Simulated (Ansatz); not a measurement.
C2H7BrN2Si (`C=C[Si](N)(N)Br`), relaxed with RKS PBE0-D4/def2-TZVP in the Gaussian-basis code of Ansatz from a GFN2-xTB geometry. The force threshold is 0.005 eV/Å; the program also tests the step.

Charge 0, multiplicity 1.

Start:

```xyz
13

C     1.642   -0.770    1.461
C     1.194    0.052    0.527
Si   -0.499   -0.040   -0.287
N    -1.715    1.097    0.132
N    -0.279    0.131   -1.980
Br   -1.439   -1.981    0.336
H     1.056   -1.601    1.822
H     2.619   -0.660    1.907
H     1.829    0.866    0.199
H    -1.588    2.061   -0.123
H    -2.183    1.021    1.019
H     0.453   -0.380   -2.442
H    -1.089    0.205   -2.572
```

How much energy does the relaxation release, and in how many steps? (An estimate is asked.)

Computed: 0.03 eV, in 11 steps.

Which bonds change most? (Estimate.)

Ansatz gave: C2–Si3 from 1.881 to 1.855 Å; Si3–N4 from 1.717 to 1.703 Å; Si3–N5 from 1.715 to 1.701 Å; C2–H9 from 1.083 to 1.091 Å.

Give the relaxed structure. (Best estimate.)

Ansatz gave: 
```xyz
13

C     1.672   -0.820    1.376
C     1.131    0.078    0.559
Si   -0.533   -0.031   -0.256
N    -1.696    1.154    0.123
N    -0.263    0.084   -1.931
Br   -1.482   -1.944    0.457
H     1.153   -1.739    1.631
H     2.652   -0.675    1.822
H     1.704    0.981    0.343
H    -1.567    2.107   -0.173
H    -2.258    1.079    0.954
H     0.535   -0.372   -2.342
H    -1.048    0.100   -2.563
```
